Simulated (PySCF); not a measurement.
C5H6S2, SMILES SCc1sccc1, GFN2-xTB optimised geometry.

```
13

S     -1.76    -2.40     1.77
C     -1.46    -1.81     0.04
C     -0.54    -0.66     0.00
C      0.82    -0.66     0.00
C      1.37     0.64     0.00
C      0.43     1.61     0.01
S     -1.17     0.97     0.02
H     -2.26    -1.25     2.21
H     -2.43    -1.58    -0.40
H     -1.02    -2.68    -0.46
H      1.41    -1.56     0.00
H      2.43     0.84    -0.01
H      0.56     2.68     0.01
```

Density from PBE/def2-TZVP (PySCF) at that geometry.

Minimum of the electron density along straight lines between bonded atoms, close to the bond critical point (lines longer than 1.1 times the sum of covalent radii, or with two minima, are not listed):

```tsv
bond	length / Å	ρ at the minimum / e bohr⁻³	∇²ρ there / e bohr⁻⁵	position (fraction from the first atom)
S1–C2	1.848	___	-0.23	0.53
C2–C3	1.477	0.267	___	0.49
C3–C4	1.362	0.329	-0.94	0.51
C4–C5	1.412	0.300	-0.82	0.50
C5–C6	1.356	0.332	-0.95	0.49
C3–S7	1.737	0.207	___	0.48
C6–S7	1.718	0.214	-0.42	0.48
S1–H8	1.331	0.220	-0.64	0.64
C2–H9	1.089	0.282	-0.96	0.65
C2–H10	1.089	0.280	-0.96	0.65
C4–H11	1.075	0.286	-1.00	0.64
C5–H12	1.075	0.286	-1.01	0.65
C6–H13	1.072	0.288	-1.02	0.65
```

Q: Fill in the missing entries.

A: 
- S1–C2, ρ at the minimum / e bohr⁻³: 0.167
- C2–C3, ∇²ρ there / e bohr⁻⁵: -0.69
- C3–S7, ∇²ρ there / e bohr⁻⁵: -0.38
